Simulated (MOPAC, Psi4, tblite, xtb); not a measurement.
Dimer CH4 ··· CH5N (SMILES C and CN) at R = 3.70 Å between the centres of mass, closest contact 2.35 Å (lowest of the rigid-body minima from ten starts at GFN2-xTB). Geometry in Å and degrees:

```
N
H 1 1.0128
H 1 1.0128 2 106.92
C 1 1.4624 2 110.76 3 120.76
H 4 1.0912 1 109.21 2 62.30
H 4 1.0912 5 107.21 1 -118.21
H 4 1.0988 5 107.87 6 -115.94
H 1 2.3492 2 112.81 3 -123.49
C 8 1.0891 3 161.40 1 -173.01
H 9 1.0891 8 109.47 3 65.13
H 9 1.0891 8 109.47 10 120.00
H 9 1.0891 8 109.47 11 120.00
```

- GFN2-xTB (tblite)
- SAPT0/jun-cc-pVDZ, frozen core (Psi4)
- revPBE/def2-TZVP, counterpoise-corrected (Psi4)
- revPBE-D3(BJ)/def2-TZVP, counterpoise-corrected (Psi4)
- PBE/def2-TZVP, counterpoise-corrected (Psi4)
- PBE-D3(BJ)/def2-TZVP, counterpoise-corrected (Psi4)
- HF/aug-cc-pVDZ, counterpoise-corrected (Psi4)
- MP2/aug-cc-pVDZ = DF-MP2/aug-cc-pVDZ, frozen core, counterpoise-corrected (Psi4 1.11)
- SCS-MP2/aug-cc-pVDZ = DF-SCS-MP2/aug-cc-pVDZ, frozen core, counterpoise-corrected (Psi4)
- AM1, restricted, heats of formation (MOPAC)
- PM6, restricted, heats of formation (MOPAC)
- GFN1-xTB (xtb)

Task: What interaction energy does each level give?

Result: 
```tsv
method	E_int / kcal/mol
GFN1-xTB	-1.71
GFN2-xTB	-1.43
PBE-D3(BJ)/def2-TZVP	-1.13
revPBE-D3(BJ)/def2-TZVP	-0.59
PM6	-0.46
PBE/def2-TZVP	-0.36
MP2/aug-cc-pVDZ	-0.03
SAPT0/jun-cc-pVDZ	-0.02
SCS-MP2/aug-cc-pVDZ	0.44
revPBE/def2-TZVP	0.87
AM1	1.15
HF/aug-cc-pVDZ	1.48
```
